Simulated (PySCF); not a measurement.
C3H8STe (SMILES CC[Te]SC), singlet, at a GFN2-xTB geometry (all electrons, no relativity), with bond 8-3 at 2.4 times its length; CASSCF(4,4)/STO-3G (PySCF).

PySCF was given this input:
```python
from pyscf import gto, scf, mcscf
import numpy

mol = gto.Mole()
mol.atom = '''
    Te   -0.149532   -0.080216    0.865480
    C    -0.517990   -1.890008   -0.311652
    C    -1.081049   -1.605506   -1.686236
    H    -1.211152   -2.474958    0.286548
    H     0.420551   -2.432675   -0.386750
    H    -0.374406   -1.020264   -2.271616
    H    -2.021892   -1.061227   -1.621697
    H    -1.515526   -3.847845   -2.959160
    S     1.295299    0.952082   -0.725818
    C     0.186745    2.085700   -1.627738
    H    -0.615799    1.529546   -2.100310
    H     0.799647    2.566628   -2.382941
    H    -0.210205    2.829593   -0.944749
'''
mol.basis = 'sto-3g'
mol.charge = 0
mol.spin = 0
mol.verbose = 4
mol.build()

mf = scf.RHF(mol)
mf.kernel()
mc = mcscf.CASSCF(mf, 4, 4)
mc.fix_spin_(ss=0.0)
mc.kernel()
occ = numpy.linalg.eigvalsh(mc.fcisolver.make_rdm1(mc.ci, mc.ncas, mc.nelecas))[::-1]
ss = mc.fcisolver.spin_square(mc.ci, mc.ncas, mc.nelecas)[0]
print('natural occupations', occ.round(4), ' <S^2>', round(ss, 4))
```

Question: Write the output that PySCF gives for this input, abridged.

Answer: 
```
PySCF version 2.14.0

[INPUT] verbose = 4
[INPUT] num. atoms = 13
[INPUT] num. electrons = 94
[INPUT] charge = 0
[INPUT] spin (= nelec alpha-beta = 2S) = 0
[INPUT] symmetry False subgroup None
[INPUT] Mole.unit = angstrom
[INPUT] Symbol           X                Y                Z      unit          X                Y                Z       unit  Magmom
[INPUT]  1 Te    -0.149532000000  -0.080216000000   0.865480000000 AA   -0.282574526858  -0.151586270808   1.635520166289 Bohr   0.0
[INPUT]  2 C     -0.517990000000  -1.890008000000  -0.311652000000 AA   -0.978859235263  -3.571597493237  -0.588936926173 Bohr   0.0
[INPUT]  3 C     -1.081049000000  -1.605506000000  -1.686236000000 AA   -2.042886537235  -3.033966631346  -3.186524221382 Bohr   0.0
[INPUT]  4 H     -1.211152000000  -2.474958000000   0.286548000000 AA   -2.288745575219  -4.676992789801   0.541497241542 Bohr   0.0
[INPUT]  5 H      0.420551000000  -2.432675000000  -0.386750000000 AA    0.794726211412  -4.597089500076  -0.730851578676 Bohr   0.0
[INPUT]  6 H     -0.374406000000  -1.020264000000  -2.271616000000 AA   -0.707524799394  -1.928019534753  -4.292732100180 Bohr   0.0
[INPUT]  7 H     -2.021892000000  -1.061227000000  -1.621697000000 AA   -3.820822133449  -2.005428385994  -3.064563187029 Bohr   0.0
[INPUT]  8 H     -1.515526000000  -3.847845000000  -2.959160000000 AA   -2.863929074658  -7.271373219777  -5.592001958768 Bohr   0.0
[INPUT]  9 S      1.295299000000   0.952082000000  -0.725818000000 AA    2.447760359423   1.799174228128  -1.371597236280 Bohr   0.0
[INPUT] 10 C      0.186745000000   2.085700000000  -1.627738000000 AA    0.352896905132   3.941401778005  -3.075979022547 Bohr   0.0
[INPUT] 11 H     -0.615799000000   1.529546000000  -2.100310000000 AA   -1.163691457781   2.890423034924  -3.969010676685 Bohr   0.0
[INPUT] 12 H      0.799647000000   2.566628000000  -2.382941000000 AA    1.511113826330   4.850223983640  -4.503105860997 Bohr   0.0
[INPUT] 13 H     -0.210205000000   2.829593000000  -0.944749000000 AA   -0.397229880014   5.347155813986  -1.785316866457 Bohr   0.0

nuclear repulsion = 568.709664915167
number of shells = 33
number of NR pGTOs = 177
number of NR cGTOs = 59
basis = sto-3g
ecp = {}

******** <class 'pyscf.scf.hf.RHF'> ********
method = RHF
initial guess = minao
damping factor = 0
level_shift factor = 0
DIIS = <class 'pyscf.scf.diis.CDIIS'>
diis_start_cycle = 1
diis_space = 8
diis_damp = 0
SCF conv_tol = 1e-09
SCF conv_tol_grad = None
SCF max_cycles = 50
direct_scf = True
direct_scf_tol = 1e-13
Set gradient conv threshold to 3.16228e-05
Initial guess from minao.
init E= -7036.63577155802
  HOMO = -0.282380128257878  LUMO = -0.19342857703369  gap/eV = 2.42049
cycle= 1 E= -7056.61786993238  delta_E=  -20  |g|= 0.504  |ddm|= 4.48
  HOMO = -0.0744724894018091  LUMO = 0.00504456084210658  gap/eV = 2.16377
cycle= 2 E= -7056.74562250694  delta_E= -0.128  |g|= 0.304  |ddm|= 2.47
  HOMO = -0.138335770382255  LUMO = 0.0720821116591361  gap/eV = 5.72576
cycle= 3 E= -7056.83985204197  delta_E= -0.0942  |g|= 0.165  |ddm|= 1.32
  HOMO = -0.155757261906188  LUMO = 0.0926059190782975  gap/eV = 6.75831
cycle= 4 E= -7056.85673078987  delta_E= -0.0169  |g|= 0.0423  |ddm|= 0.347
  HOMO = -0.187544907590151  LUMO = 0.0895475932796023  gap/eV = 7.54007
cycle= 5 E= -7056.85882997404  delta_E= -0.0021  |g|= 0.0139  |ddm|= 0.17
  HOMO = -0.186624534099607  LUMO = 0.0881783685839056  gap/eV = 7.47777
cycle= 6 E= -7056.85906662335  delta_E= -0.000237  |g|= 0.00538  |ddm|= 0.0622
  HOMO = -0.18582446980257  LUMO = 0.0892047816793141  gap/eV = 7.48393
cycle= 7 E= -7056.85908841293  delta_E= -2.18e-05  |g|= 0.00117  |ddm|= 0.0164
  HOMO = -0.185982741824992  LUMO = 0.0898048408261994  gap/eV = 7.50456
cycle= 8 E= -7056.85908996729  delta_E= -1.55e-06  |g|= 0.000433  |ddm|= 0.00489
  HOMO = -0.186011042903139  LUMO = 0.0896369528619864  gap/eV = 7.50076
cycle= 9 E= -7056.8590901489  delta_E= -1.82e-07  |g|= 8.28e-05  |ddm|= 0.00155
  HOMO = -0.18600624998218  LUMO = 0.0896204673035781  gap/eV = 7.50019
cycle= 10 E= -7056.85909015794  delta_E= -9.04e-09  |g|= 1.64e-05  |ddm|= 0.000367
  HOMO = -0.186007024622123  LUMO = 0.089624444704852  gap/eV = 7.50031
cycle= 11 E= -7056.85909015829  delta_E= -3.51e-10  |g|= 6.11e-06  |ddm|= 7.68e-05
  HOMO = -0.186009140250607  LUMO = 0.0896231176088707  gap/eV = 7.50034
Extra cycle  E= -7056.85909015835  delta_E= -5.91e-11  |g|= 3.85e-06  |ddm|= 2.2e-05
converged SCF energy = -7056.85909015835

******** <class 'pyscf.mcscf.mc1step.CASSCF'> ********
CAS (2e+2e, 4o), ncore = 45, nvir = 10
max_cycle_macro = 50
max_cycle_micro = 4
conv_tol = 1e-07
conv_tol_grad = None
orbital rotation max_stepsize = 0.02
orbital rotation threshold for CI restart = 0.01
augmented hessian ah_max_cycle = 30
augmented hessian ah_conv_tol = 1e-12
augmented hessian ah_linear dependence = 1e-14
augmented hessian ah_level shift = 1e-08
augmented hessian ah_start_tol = 2.5
augmented hessian ah_start_cycle = 3
augmented hessian ah_grad_trust_region = 3
kf_trust_region = 3
kf_interval = 4
ci_response_space = 4
ci_grad_trust_region = 3
with_dep4 0
natorb = False
canonicalization = True
sorting_mo_energy = False
ao2mo_level = 2
internal_rotation = False
******** <class 'pyscf.fci.addons.SpinPenaltyFCISolver'> ********
max. cycles = 50
conv_tol = 1e-08
davidson only = True
linear dependence = 1e-12
level shift = 0.001
max iter space = 12
nroots = 1
pspace_size = 400
spin = None
CASCI E = -7057.00060099841  S^2 = 0.0000000
Set conv_tol_grad to 0.000316228
macro iter   1 ( 21 JK    4 micro), CASSCF E = -7057.03484077744  dE = -3.42397790e-02  S^2 = 0.0000000
               |grad[o]|=0.111  |grad[c]|=0.0326  |ddm|=0.053  |maxRot[o]|=0.168
macro iter   2 ( 21 JK    4 micro), CASSCF E = -7057.03663894946  dE = -1.79817201e-03  S^2 = 0.0000000
               |grad[o]|=0.0316  |grad[c]|=0.0108  |ddm|=0.0131  |maxRot[o]|=0.178
macro iter   3 ( 21 JK    4 micro), CASSCF E = -7057.04020589725  dE = -3.56694780e-03  S^2 = 0.0000000
               |grad[o]|=0.0267  |grad[c]|=0.0436  |ddm|=0.0731  |maxRot[o]|=0.157
macro iter   4 ( 21 JK    4 micro), CASSCF E = -7057.04423387793  dE = -4.02798068e-03  S^2 = 0.0000000
               |grad[o]|=0.0228  |grad[c]|=0.0378  |ddm|=0.0525  |maxRot[o]|=0.151
macro iter   5 ( 21 JK    4 micro), CASSCF E = -7057.04750611349  dE = -3.27223556e-03  S^2 = 0.0000000
               |grad[o]|=0.0168  |grad[c]|=0.00678  |ddm|=0.00867  |maxRot[o]|=0.159
macro iter   6 ( 21 JK    4 micro), CASSCF E = -7057.04997586509  dE = -2.46975160e-03  S^2 = 0.0000000
               |grad[o]|=0.0105  |grad[c]|=0.00702  |ddm|=0.00597  |maxRot[o]|=0.159
macro iter   7 ( 20 JK    4 micro), CASSCF E = -7057.05105488575  dE = -1.07902066e-03  S^2 = 0.0000000
               |grad[o]|=0.00545  |grad[c]|=0.0033  |ddm|=0.00235  |maxRot[o]|=0.139
macro iter   8 ( 12 JK    4 micro), CASSCF E = -7057.05118848407  dE = -1.33598313e-04  S^2 = 0.0000000
               |grad[o]|=0.00205  |grad[c]|=0.00267  |ddm|=0.00222  |maxRot[o]|=0.0469
macro iter   9 (  8 JK    2 micro), CASSCF E = -7057.05121527031  dE = -2.67862470e-05  S^2 = 0.0000000
               |grad[o]|=0.00102  |grad[c]|=0.000406  |ddm|=0.000979  |maxRot[o]|=0.0198
macro iter  10 (  5 JK    1 micro), CASSCF E = -7057.05121579763  dE = -5.27320481e-07  S^2 = 0.0000000
               |grad[o]|=0.000123  |grad[c]|=3.03e-05  |ddm|=7.73e-05  |maxRot[o]|=0.00402
macro iter  11 (  1 JK    1 micro), CASSCF E = -7057.05121579766  dE = -2.63753464e-11  S^2 = 0.0000000
               |grad[o]|=2.44e-05  |grad[c]|=4.68e-06  |ddm|=4.12e-06  |maxRot[o]|=    0
1-step CASSCF converged in  11 macro (172 JK  36 micro) steps
CASSCF canonicalization
Density matrix diagonal elements [1.93386195 1.32270568 0.69364293 0.04978945]
CASSCF energy = -7057.05121579766
CASCI E = -7057.05121579766  E(CI) = -2.62868109626561  S^2 = 0.0000000
natural occupations [1.9574 1.3012 0.6988 0.0426]  <S^2> 0.0
```
